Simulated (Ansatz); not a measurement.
Correlation energies of CH$_{7}$BOSi$_{2}$ (`OCB1[SiH2][SiH2]1`) by basis set

```xyz
12

O     1.138   -1.376   -1.738
C     1.036   -1.237   -0.331
B     0.423    0.091    0.221
Si   -0.794    0.336    1.671
Si   -0.738    1.359   -0.610
H     1.317   -0.507   -2.105
H     2.033   -1.325    0.142
H     0.484   -2.111    0.033
H    -1.032    1.631    2.351
H    -1.508   -0.774    2.356
H    -1.400    1.196   -1.931
H    -0.958    2.716   -0.059
```

Charge 0, multiplicity 1. The geometry is a stationary point of PBE0-D4/def2-TZVP. It is one conformer, not always the lowest. Frozen core, restricted reference, the Gaussian-basis code of Ansatz. CBS rows extrapolate triple and quadruple zeta; past MP2 they add the triple-zeta difference.

```
     basis     HF (Eh)  MP2 corr.
def2-TZVPP  -719.32740   -0.76199
def2-QZVPP  -719.35107   -0.81622
```

Question: Estimate the CCSD correlation energy and the (T) correction in each basis where they were run (hartree).

Answer: 
```csv
basis,CCSD corr.,(T)
def2-TZVPP,-0.81572,-0.03627
CBS(def2),-0.91012,as TZ
```
